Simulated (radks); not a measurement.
The numbers below are computed, except where a source is named.
Species: the gadolinium ion Gd10+. Configuration: [Kr] 4d10 4f5 5s2 5p1 (the NIST ground configuration).

Level of theory: Dirac Kohn-Sham, LDA (Slater exchange, Perdew-Wang correlation), spin-unpolarised, spherical densities, point nucleus; open shells fill j = l - 1/2 first (a radial shooting solver on a logarithmic mesh with Libxc functionals).

Energy parts (eV):
| part | energy |
|---|---|
| total | -305981.80 |
| kinetic | 333719.93 |
| electron-nucleus | -742822.92 |
| Hartree | 109547.68 |
| exchange-correlation | -6426.49 |

Orbitals (lengths in bohr, moments of r in powers of bohr):
orbital  occ.  eigenvalue (eV)   <1/r>      <r>  small-component weight
1s1/2       2        -50176.02   71.62  0.02192                5.68e-02
2s1/2       2        -8423.669   17.09  0.09280                1.25e-02
2p1/2       2        -8010.078   17.07  0.07748                1.26e-02
2p3/2       4        -7314.959   15.08  0.08432                1.17e-02
3s1/2       2        -1999.133   6.225   0.2442                3.97e-03
3p1/2       2        -1819.562   6.143   0.2338                3.91e-03
3p3/2       4        -1676.983   5.640   0.2468                3.66e-03
3d3/2       4        -1365.854   5.520   0.2188                3.54e-03
3d5/2       6        -1334.762   5.395   0.2228                3.47e-03
4s1/2       2        -534.0736   2.624   0.5499                1.28e-03
4p1/2       2        -463.9038   2.522   0.5604                1.21e-03
4p3/2       4        -431.4064   2.351   0.5890                1.12e-03
4d3/2       4        -315.1781   2.149   0.6178                9.67e-04
4d5/2       6        -309.1799   2.108   0.6273                9.43e-04
4f5/2       5        -169.4092   1.721   0.7134                6.52e-04
4f7/2       0        -168.4438   1.708   0.7185                6.44e-04
5s1/2       2        -193.3068   1.148    1.183                3.72e-04
5p1/2       1        -169.7499   1.073    1.255                3.36e-04
5p3/2       0        -162.6076   1.022    1.305                3.17e-04
5d3/2       0        -125.8419  0.8893    1.483                2.54e-04
5d5/2       0        -124.6183  0.8792    1.498                2.51e-04
6s1/2       0         -99.3076  0.6361    2.136                1.65e-04

The highest occupied level is 4f5/2 at -169.41 eV. For comparison, the ionisation energy in NIST's Atomic Spectra Database is 183 eV (theoretical). In exact Kohn-Sham theory the highest level is minus the ionisation energy, but local and semilocal functionals leave it too shallow, through self-interaction and a potential that decays too fast; potentials with the right tail come closer. The density falls to 0.001 e/bohr^3 at r = 2.40 bohr. Summed over all electrons, <r^2> = 16.59 bohr^2, which gives a Langevin (diamagnetic) susceptibility term of -13.1 x 10^-6 cm^3/mol.

Beside tabulated values, note that spin-unpolarised runs miss the spin-polarisation part of the exchange energy of open shells.
